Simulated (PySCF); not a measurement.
**Electric properties by functional and basis**

Species: CH7O2PSi2.
SMILES with atom numbers: `[O:1]=[C:2]([OH:3])[Si@H:4]([SiH3:5])[PH2:6]` (hydrogens: H7 on O3; H8 on Si4; H9, H10, H11 on Si5; H12, H13 on P6)

Structure used (PBE0-D3(BJ)/def2-SVP), in Å, numbered top down from 1:
```xyz
13
CH7O2PSi2 angstrom
O      1.6232   -1.8407    0.7842
C      1.4986   -0.7925    0.2063
O      2.4082   -0.3277   -0.6606
Si    -0.0322    0.3647    0.4417
Si    -1.9138   -0.9820    0.0866
P      0.0526    2.0155   -1.1057
H      3.1224   -0.9885   -0.7061
H      0.0343    0.8384    1.8586
H     -3.1516   -0.1470    0.1703
H     -1.8217   -1.5759   -1.2818
H     -1.9728   -2.0702    1.1060
H      1.1216    2.7025   -0.4528
H     -0.9632    2.7864   -0.4571
```

PySCF, dipoles from the SCF density, polarisabilities from static response with core orbitals frozen. The structure is a single PBE0-D3(BJ)/def2-SVP conformer in the gas phase; no vibrational or solvent corrections.

The anisotropy is √(½[(α1 − α2)² + (α2 − α3)² + (α3 − α1)²]).

```tsv
level	μ (D)	α (Å³)	anisotropy (Å³)
LDA/def2-SVPD	1.262	16.97	5.08
PBE/def2-SVPD	1.242	16.66	5.01
B3LYP/def2-SVPD	1.347	16.03	4.64
PBE0/def2-SVPD	1.334	15.92	4.62
BHandHLYP/def2-SVPD	1.460	15.33	4.30
CAM-B3LYP/def2-SVPD	1.393	15.70	4.42
wB97X-D/def2-SVPD	1.341	15.69	4.47
LC-wPBE/def2-SVPD	1.365	15.34	4.28
HF/def2-SVPD	1.591	14.58	3.89
PBE0/6-31G*	1.122	13.30	4.61
PBE0/def2-SVP	1.208	13.76	4.33
PBE0/6-31+G*	1.270	14.84	4.55
PBE0/aug-cc-pVDZ	1.291	16.22	4.68
PBE0/def2-TZVP	1.276	15.28	4.73
```

The dipole runs from 1.12 D (PBE0/6-31G*) to 1.59 D (HF/def2-SVPD). No reference polarisability is at hand; against PBE0 in the largest diffuse basis at hand (aug-cc-pVDZ) the other PBE0 rows deviate by 6-31G* -18%, def2-SVP -15%, 6-31+G* -9%, def2-SVPD -2%, def2-TZVP -6%. In one basis (def2-SVPD) the functionals order the polarisability from HF (lowest) to LDA (highest), a spread of 16%. With PBE0 the polarisability is 14.11 Å³ without diffuse functions (mean of 6-31G*, def2-SVP and def2-TZVP) and 15.66 Å³ with them (mean of 6-31+G*, def2-SVPD and aug-cc-pVDZ).
